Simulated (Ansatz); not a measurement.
Two isomers of C2H7NOSi2: A = `OC1=N[SiH2]C[SiH2]1`, B = `C[SiH]1N=C[SiH2]O1`.

Program: Ansatz. Geometries: PBE0-D4/def2-TZVP. ΔE: electronic, gas phase. CCSD(T)/CBS adds triple-zeta CCSD(T) − MP2 to the extrapolated MP2 energy (def2 sets, frozen cores). DFT in def2-TZVPP. B3LYP here is the variant with VWN-RPA as its local correlation; programs differ in this. One conformer a species, not always the lowest.

A:

```xyz
13

O    -0.704   -2.295   -1.219
C    -0.508   -1.148   -0.555
N    -1.435   -0.595    0.113
Si   -0.988    0.893    0.908
C     0.826    1.172    0.448
Si    1.217   -0.320   -0.612
H    -1.628   -2.552   -1.069
H    -1.862    1.995    0.428
H    -1.174    0.747    2.375
H     0.957    2.103   -0.107
H     1.463    1.216    1.333
H     2.244   -1.223   -0.032
H     1.592    0.009   -2.012
```

B:

Z-matrix (Å, degrees):
```
Si
N 1 1.765
O 1 1.663 2 102.4
C 1 1.849 2 111.4 3 119.8
Si 1 2.767 2 69.2 3 -0.3
H 1 1.483 2 109.1 3 -116.6
C 2 1.274 1 113.2 3 0.1
H 4 1.092 1 110.9 2 -56.5
H 4 1.093 1 110.6 2 -176.9
H 4 1.093 1 110.2 2 63.5
H 5 1.486 1 124.0 2 101.6
H 5 1.485 1 123.5 2 -101.5
H 7 1.098 2 119.0 1 -179.7
```

Task: Which isomer does CCSD(T)/CBS put lower? Give the gap. (Estimate.)

Result: Ansatz gave: B, by 190.4 kJ/mol.

Task: Give E(B) − E(A) in kJ/mol with r2SCAN-D4, HF/def2-TZVPP, CCSD/def2-TZVPP, PBE-D4, CCSD(T)/def2-TZVPP, B2PLYP, B3LYP. (An estimate is asked.)

Result: Ansatz gave: r2SCAN-D4 -175.9, HF/def2-TZVPP -208.0, CCSD/def2-TZVPP -192.7, PBE-D4 -155.6, CCSD(T)/def2-TZVPP -187.6, B2PLYP -187.7, B3LYP -183.5. None reverses the order clearly.

Largest T1 diagnostic: 0.014.

From PBE to PBE0 (25 % exact exchange), in def2-TZVPP and without D4, E(B) − E(A) moves by −9.3 kJ/mol. In def2-TZVPP, CCSD(T) changes the Hartree–Fock value by +20.5 kJ/mol (the triples alone add +5.1 kJ/mol) and MP2 by +19.4 kJ/mol.
